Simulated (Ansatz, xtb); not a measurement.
## C5H8ClNO: 5 structures ranked

5 gas-phase structures of C5H8ClNO, from a drawn sample of its isomers (lower ones may exist). Each was relaxed with GFN2-xTB; where two conformers were screened, the lower at r2SCAN-D4/def2-SVP is listed:

A. `C=CNC(=O)CCCl`, a singlet
B. `C/C=N\C(=O)CCCl`, a singlet
C. `C/C=N/C(O)=C/CCl`, a singlet
D. `C/C=N\C(O)=C\CCl`, a singlet
E. `C=C/N=C(/O)CCCl`, a singlet

Question: Make a reasoned guess at their ranking by r2SCAN-D4/def2-SVP single-point energy.

Answer: Calculated order at r2SCAN-D4/def2-SVP: A (0.0), B (7.8), E (17.1), C (21.8), D (23.7) kcal/mol.

Energies above the lowest of each column, in kcal/mol; the last columns are at PBE0-D3(BJ)/def2-SVP geometries and were run for some of them only (a dash: not run or not comparable):

| structure | GFN2-xTB | HF/STO-3G | r2SCAN-D4/def2-SVP | PBE0-D3(BJ)/def2-SVP | CCSD(T)/def2-SVP + ΔMP2/def2-TZVPP |
| --- | --- | --- | --- | --- | --- |
| A | 0.0 | 0.0 | 0.0 | 0.0 | 0.0 |
| B | 1.4 | 3.6 | 7.8 | 7.0 | 5.1 |
| E | 11.7 | 11.7 | 17.1 | 16.6 | 13.1 |
| C | 13.3 | 12.9 | 21.8 | – | – |
| D | 13.6 | 15.1 | 23.7 | – | – |

Every level run on A puts it lowest or level with the lowest. Some further structures that were screened fall inside this span and aren't listed. Flexible structures stand in one conformer each, not always the lowest. Frequencies (GFN2-xTB) were run for A, B alone. The ΔMP2 step shifts differences by up to 3.0 kcal/mol, which makes them less sure. ΔMP2 is the change of the MP2 energy from the smaller to the larger basis.

Over these structures GFN2-xTB departs from r2SCAN-D4/def2-SVP by 2.7 kcal/mol on average once a common shift is removed. A GFN2-xTB relaxation took about 0.19 s and the r2SCAN-D4/def2-SVP energy about 4.8 s on a shared host (Ansatz 0.2.0, xtb 6.7.1).
